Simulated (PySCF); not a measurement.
H$_{3}$ClO$_{2}$Si, singlet, geometry from GFN2-xTB. Base run: CAMB3LYP/6-31G, TDDFT in PySCF.

Here is a job for PySCF.
```python
from pyscf import gto, scf, dft, tdscf

mol = gto.M(
    atom='''
Si    0.153545   -0.236696    0.476307
O    -0.818316   -1.515991    0.384265
O    -0.623876    0.909879    1.322555
Cl    0.594312    0.502025   -1.357202
H     1.347537   -0.738391    1.116573
H    -1.760624   -1.438360    0.252561
H    -0.302314    1.804976    1.380445
''',
    basis='6-31g',
    charge=0,
    spin=0,
    verbose=4,
)

mf = dft.RKS(mol)
mf.xc = 'camb3lyp'
mf.kernel()
td = mf.TDDFT()
td.nstates = 5
td.kernel()
td.analyze()
```

Each row names what was changed in the base input (with any setting that the change needs).

| change | first excitation (eV) | oscillator strength of the first | second (eV) | core-seconds (rough) |
|---|---|---|---|---|
| base | 8.62 | 0.020 | 8.82 | 40 |
| functional = bhandhlyp | 9.04 | 0.020 | 9.25 | 30 |
| nstates = 15 | 8.62 | 0.020 | 8.82 | 40 |
| functional = pbe0 | 8.58 | 0.015 | 8.71 | 20 |
| basis = cc-pVDZ | 8.81 | 0.014 | 8.99 | 80 |
| functional = hf | 10.09 | 0.023 | 10.34 | 2 |
| functional = lc_wpbe | 9.01 | 0.025 | 9.29 | 40 |
| guess vectors = 13 for 5 states | 8.62 | 0.020 | 8.82 | 30 |
| functional = pbe | 7.56 | 0.004 | 7.92 | 9 |
| basis = 6-31G* | 8.92 | 0.015 | 9.12 | 70 |
| nstates = 10 | 8.62 | 0.020 | 8.82 | 40 |

An iterative solver can miss low states, so a row lists the states that it found.
